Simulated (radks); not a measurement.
Spin polarisation of the 5d4 shell in the tungsten ion W+. Start: [Xe] 4f14 5d(up 2, down 2) 6s(up 0.5, down 0.5); electrons of 5d are moved from spin down to spin up, other shells keep equal spins. Calculated with a radial shooting solver on a logarithmic mesh with Libxc functionals: scalar-relativistic Kohn-Sham, r2SCAN, spin-polarised, spherical densities, finite nucleus; meta-GGA in the generalised Kohn-Sham scheme; Fermi nuclear charge, rms radius of each element as measured or else 0.836 A^(1/3) + 0.57 fm.

moment (Bohr magnetons) = 0: E - E(0) (eV) 0.000; e(5d up) (eV) -11.713; e(5d down) (eV) -11.713; 6s down minus up (eV) 0.000; 4f down minus up (eV) 0.000; 5p down minus up (eV) 0.000
moment (Bohr magnetons) = 1: E - E(0) (eV) -0.206; e(5d up) (eV) -12.099; e(5d down) (eV) -11.273; 6s down minus up (eV) 0.495; 4f down minus up (eV) 0.107; 5p down minus up (eV) 0.675
moment (Bohr magnetons) = 2: E - E(0) (eV) -0.830; e(5d up) (eV) -12.438; e(5d down) (eV) -10.764; 6s down minus up (eV) 1.029; 4f down minus up (eV) 0.214; 5p down minus up (eV) 1.347
moment (Bohr magnetons) = 3: E - E(0) (eV) -1.887; e(5d up) (eV) -12.729; e(5d down) (eV) -10.162; 6s down minus up (eV) 1.577; 4f down minus up (eV) 0.321; 5p down minus up (eV) 2.016
moment (Bohr magnetons) = 4: E - E(0) (eV) -3.417; e(5d up) (eV) -12.972; e(5d down) (eV) -9.416; 6s down minus up (eV) 2.129; 4f down minus up (eV) 0.428; 5p down minus up (eV) 2.686

At moment 4 the spin-polarisation energy is -3.417 eV and the 5d exchange splitting 3.556 eV, that is 0.889 eV per Bohr magneton; E = -I m^2/4 would give I = 0.854 eV.
